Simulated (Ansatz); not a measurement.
`C[SiH2][SiH2]Br` + HCl → `C[SiH2][SiH2]Cl` + HBr  (ligand exchange at the Si–Br bond)

Gas-phase electronic energies from Ansatz, PBE0-D4/def2-TZVP geometries. CCSD(T)/CBS adds triple-zeta CCSD(T) − MP2 to the extrapolated MP2 energy (def2 sets, frozen cores). This one scheme is used for every species. Functionals use def2-TZVPP. B3LYP here is the variant with VWN-RPA as its local correlation; programs differ in this. For Br outer-core shells are correlated without core-valence functions, which leaves a few kJ/mol of doubt a bond. Scalar relativity is left out up to krypton. Each species was taken in one conformer, which may not be the lowest.

`C[SiH2][SiH2]Br`:

Cartesian coordinates in Å:
```
C -0.178 -1.589 -0.626
Si 0.739 0.042 -0.561
Si -0.196 1.434 1.069
Br -2.383 1.613 0.625
H -0.091 -2.123 0.323
H 0.225 -2.227 -1.416
H -1.238 -1.420 -0.827
H 0.658 0.756 -1.864
H 2.179 -0.164 -0.234
H -0.082 0.872 2.441
H 0.368 2.807 1.071
```

HCl:

Cartesian coordinates in Å:
```
Cl -0.320 0.064 -0.550
H 0.320 -0.064 0.550
```

`C[SiH2][SiH2]Cl`:

Z-matrix (Å, degrees):
```
C
Si 1 1.873
H 1 1.092 2 110.9
H 1 1.092 2 110.3 3 -119.8
H 1 1.092 2 110.7 3 120.2
Si 2 2.339 1 110.4 3 62.3
H 2 1.491 1 111.2 3 -57.9
H 2 1.489 1 110.9 3 -178.1
Cl 6 2.071 2 107.9 1 53.6
H 6 1.485 2 113.2 1 172.5
H 6 1.487 2 112.4 1 -64.1
```

HBr:

Cartesian coordinates in Å:
```
Br 0.478 0.021 -0.525
H -0.478 -0.021 0.525
```

Is it downhill or uphill in electronic energy at CCSD(T)/CBS, and by how much? (Best estimate.)

The calculation gave: Uphill: ΔE = +0.03 eV.

What do these levels give: r2SCAN-D4, PBE0-D4, B3LYP-D4, ωB97X-V, ωB97M-V, PBE, B3LYP, MP2/def2-TZVPP, CCSD(T)/def2-TZVPP, HF/def2-QZVPP, HF/CBS(def2), MP2/CBS(def2)? (Estimate.)

The calculation gave: r2SCAN-D4 0.00, PBE0-D4 0.02, B3LYP-D4 -0.01, ωB97X-V 0.00, ωB97M-V 0.00, PBE 0.00, B3LYP -0.02, MP2/def2-TZVPP 0.03, CCSD(T)/def2-TZVPP 0.02, HF/def2-QZVPP -0.01, HF/CBS(def2) -0.01, MP2/CBS(def2) 0.04 eV.

Largest T1 diagnostic among the species: 0.010.
